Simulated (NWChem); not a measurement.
Species: SiH3SO2F; SMILES O[Si](O)(F)S

```xyz
8

O      1.0850     0.9536    -1.0828
Si     0.0097     0.3563     0.0085
O      0.4035     0.9299     1.4921
F     -1.4772     0.8380    -0.3847
S      0.0557    -1.7714    -0.0059
H      0.8899     0.8036    -2.0189
H      0.5898     1.8796     1.5400
H     -1.1181    -1.9381     0.6412
```
Atoms are numbered in this order, from 1.

Results from NWChem. Medium grid unless said otherwise, to which SCAN and Minnesota functionals are sensitive. Structure relaxed at the B3LYP/6-31G* (spherical d) level. B3LYP is NWChem's, with the RPA form of VWN correlation. Total energies of different functionals are on different scales.

```
level                energy (Ha)  highest occupied level (eV)  orbital gap (eV)  dipole (D)
-------------------  -----------  ---------------------------  ----------------  ----------
B3LYP/def2-TZVP        -940.1673                        -7.59              7.38        1.19
PBE/def2-TZVP          -939.5551                        -6.56              5.80        1.18
PW6B95/def2-TZVP       -940.9805                        -7.93              8.05        1.16
BHandHLYP/def2-TZVP    -940.0224                        -8.99              9.87        1.20
M06-L/def2-TZVP        -940.0700                        -6.80              6.56        1.21
OLYP/def2-TZVP         -940.0612                        -6.40              5.71        1.17
M06-2X/def2-TZVP       -940.0091                        -9.08              9.92        1.21
BP86/def2-TZVP         -940.1946                        -6.66              5.89        1.20
```
